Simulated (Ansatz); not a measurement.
Correlation energies of `F[CH2][AlH][F]` by basis set

```csv
atom,x (Å),y (Å),z (Å)
F1,0.258,1.131,-1.498
C2,0.670,0.488,-0.334
Al3,-0.750,-0.617,0.477
F4,-2.230,-0.694,-0.241
H5,1.553,-0.120,-0.577
H6,1.025,1.254,0.369
H7,-0.526,-1.442,1.804
```

Total charge 0; spin multiplicity 1. The geometry is a stationary point of PBE0-D4/def2-TZVP. It is one conformer, not always the lowest. Frozen core, restricted reference, Ansatz 0.2.0. CBS rows extrapolate triple and quadruple zeta; past MP2 they add the triple-zeta difference.

```json
{"basis": "def2-SVP", "HF (Eh)": "-480.19112", "MP2 corr.": "-0.57033", "CCSD corr.": "?", "(T)": "?", "CCSD(T) total": "?"}
{"basis": "def2-TZVPP", "HF (Eh)": "-480.57860", "MP2 corr.": "-0.74810", "CCSD corr.": "-0.76939", "(T)": "-0.02315", "CCSD(T) total": "-481.37114"}
{"basis": "def2-QZVPP", "HF (Eh)": "-480.59737", "MP2 corr.": "?", "CCSD corr.": "–", "(T)": "–", "CCSD(T) total": "–"}
{"basis": "CBS(def2)", "HF (Eh)": "-480.59996", "MP2 corr.": "?", "CCSD corr.": "-0.88532", "(T)": "as TZ", "CCSD(T) total": "?"}
```

Q: Fill in the withheld values. (An estimate is asked.)

A: The calculation gave: def2-SVP CCSD corr.: -0.59824; def2-SVP (T): -0.01069; def2-SVP CCSD(T) total: -480.80005; def2-QZVPP MP2 corr.: -0.81470; CBS(def2) MP2 corr.: -0.86403; CBS(def2) CCSD(T) total: -481.50843.
